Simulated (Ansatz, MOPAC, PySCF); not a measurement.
Dimer: HF (SMILES F) (first 2 atoms) with CH2F2 (SMILES FCF); geometry from B3LYP-D3(BJ)/def2-TZVP, rigid monomers moved along the line of their centres of mass till H2···F3 is 2.10 Å.
(charge 0, multiplicity 1):
```xyz
7

F     -0.1266     0.0956    -0.0637
H      0.1928     0.6239     0.6339
F      0.7775     0.9057     2.6333
C      0.4104    -0.1735     3.4175
F     -0.6921     0.1770     4.1175
H      1.2306    -0.3721     4.1065
H      0.1723    -1.0041     2.7538
```

Monomers are frozen at their geometry in the pair; levels with a basis set take the counterpoise correction. Rows marked so take none.

Rows in 3-21G carry no dispersion term and start afresh at each structure. The state reached by PM6, PM7 isn't checked; PM7 holds dispersion and hydrogen-bond terms.

The values were computed with Ansatz (a quantum-chemistry and plane-wave program); MOPAC for PM6, PM7 (differences of heats of formation); PySCF for 3-21G rows. 

Question: One of these levels gives 1.66 kcal/mol for the interaction energy. Which one is it?
A. PM6
B. PM7
C. HF/3-21G (no counterpoise)
D. HF/aug-cc-pVTZ

Answer: B, PM7. The others give 1.27 (PM6), -6.99 (HF/3-21G (no counterpoise)), -3.08 (HF/aug-cc-pVTZ)
